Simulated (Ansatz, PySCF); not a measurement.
C2H4BFO2, SMILES FB1COCO1. Atoms are numbered in the order given.

```xyz
10

F     -1.6409     1.1552    -0.7156
B     -0.6392     0.4375    -0.2460
C     -0.6108    -1.0631     0.2406
O      0.6714    -1.1148     0.8552
C      1.4565    -0.0983     0.3221
O      0.6069     0.9432    -0.1240
H     -0.6970    -1.7857    -0.5974
H     -1.3795    -1.3321     0.9811
H      2.1343     0.2830     1.1018
H      2.0525    -0.4459    -0.5469
```

Coordinates come from a PBE0-D3(BJ)/def2-SVP optimisation. The structure was generated by enumeration, and PubChem lists no compound with its InChIKey, so it may never have been made. The values are those of a single conformer.

Two levels are set side by side: PBE-D3(BJ)/def2-SVP (Ansatz, a program for electronic structure) and PBE0-D3(BJ)/def2-SVP (Ansatz). Each level has its own optimised geometry; the coordinates shown are those of the second. Frequencies come from the Hessian of PySCF at each geometry. Differences are taken from unrounded values.

```csv
quantity,PBE0-D3(BJ)
mean bond length (Å),1.290
bond F1–B2 (Å),1.319
bond B2–C3 (Å),1.578
bond B2–O6 (Å),1.350
bond C3–O4 (Å),1.423
bond O4–C5 (Å),1.391
bond C5–O6 (Å),1.416
bond C3–H7 (Å),1.110
bond C3–H8 (Å),1.101
bond C5–H9 (Å),1.101
bond C5–H10 (Å),1.110
highest harmonic wavenumber (cm⁻¹),3129
mean harmonic wavenumber (cm⁻¹),1329
zero-point energy (kcal/mol),45.58
```

Problem. What does PBE-D3(BJ) give, and how far is it from PBE0-D3(BJ)? (An estimate is asked for; the answer gives what the named calculation found.)

Solution. 
```tsv
quantity	PBE-D3(BJ)	PBE-D3(BJ) minus PBE0-D3(BJ)
mean bond length (Å)	1.302	0.012
bond F1–B2 (Å)	1.331	0.012
bond B2–C3 (Å)	1.585	0.008
bond B2–O6 (Å)	1.363	0.013
bond C3–O4 (Å)	1.441	0.018
bond O4–C5 (Å)	1.403	0.012
bond C5–O6 (Å)	1.436	0.020
bond C3–H7 (Å)	1.120	0.010
bond C3–H8 (Å)	1.109	0.008
bond C5–H9 (Å)	1.110	0.009
bond C5–H10 (Å)	1.120	0.011
highest harmonic wavenumber (cm⁻¹)	3035	-94
mean harmonic wavenumber (cm⁻¹)	1275	-53
zero-point energy (kcal/mol)	43.76	-1.83
```

Exact exchange shortens and stiffens bonds; PBE has none. Differences between two approximate levels are no errors against the true value.
